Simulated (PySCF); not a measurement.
PySCF input (BP86/def2-SVP):

```python
from pyscf import gto, dft

mol = gto.M(
    atom='''
    Cs   -0.00000000   -0.00000000   -0.35080573
    F     0.00000000    0.00000000    2.14381277
    ''',
    basis='def2-svp',
    ecp='def2-svp',
    charge=-1,
    spin=1,
    symmetry='C2v',
    verbose=4,
)

mf = dft.UKS(mol, xc='bp86')
mf.grids.level = 3
mf.conv_tol = 1e-9
mf.max_cycle = 100
mf.max_memory = 1500
mf.kernel()
if not mf.converged:
    mf = mf.newton()
    mf.kernel(mf.make_rdm1())
mf.dip_moment()
```

**Question.** Predict the final energy.

**Answer.** -120.01420 Eh.
